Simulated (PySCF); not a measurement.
C3H5, SMILES C=C[CH2] (connectivity only; charge and spin as stated), charge +1, multiplicity 1. Atoms are numbered in the order given.

```xyz
8

C      0.0000    -1.1838     0.2106
C      0.0000     0.0000    -0.4928
C      0.0000     1.1838     0.2106
H      0.0000    -2.1450    -0.2932
H      0.0000    -1.1909     1.2961
H      0.0000     0.0000    -1.5758
H      0.0000     2.1450    -0.2932
H      0.0000     1.1909     1.2961
```
Charge +1, spin multiplicity 1.

The structure is a stationary point at B3LYP-D3(BJ)/def2-TZVP. The spin state was assumed, not searched. The isomer is the one that the SMILES or the coordinates give; other isomers of the formula were not compared.

The numbers are results of M06-2X/def2-TZVPD in PySCF, not measurements.

Mulliken values depend strongly on the basis, most of all with diffuse functions as here. ESP charges are fitted to the potential on shells at 1.4 to 2.0 van der Waals radii. Atomic charges (e):

```tsv
atom	IAO	Mulliken	ESP fit
C1	0.01	-0.34	0.06
C2	-0.15	0.38	-0.10
C3	0.01	-0.34	0.06
H4	0.24	0.26	0.21
H5	0.22	0.25	0.18
H6	0.21	0.29	0.19
H7	0.24	0.26	0.21
H8	0.22	0.25	0.18
```
